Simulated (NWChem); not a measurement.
# Correlation energy of silicon monosulfide (SSi)

```xyz
2

Si     0.0000     0.0000     1.0345
S      0.0000     0.0000    -0.9052
```
Charge 0, spin multiplicity 1.

All runs are NWChem calculations. All single points use one geometry, from PBE0/def2-SVP, a minimum by its harmonic frequencies.

Basis set: cc-pVTZ. Each correlation energy counts from its own Hartree-Fock reference.

The correlated methods keep 10 core orbitals frozen. Coupled-cluster values serve here as a point of comparison, not as the truth.

Problem. One of these methods gave a correlation energy of -299.0 mHa. Which?
A) CR-CCSD[T]
B) MP2
C) SCS-MP2
D) CCSD(T)

Solution. D, CCSD(T). The others give -259.8 (MP2), -295.7 (CR-CCSD[T]), -257.9 (SCS-MP2).
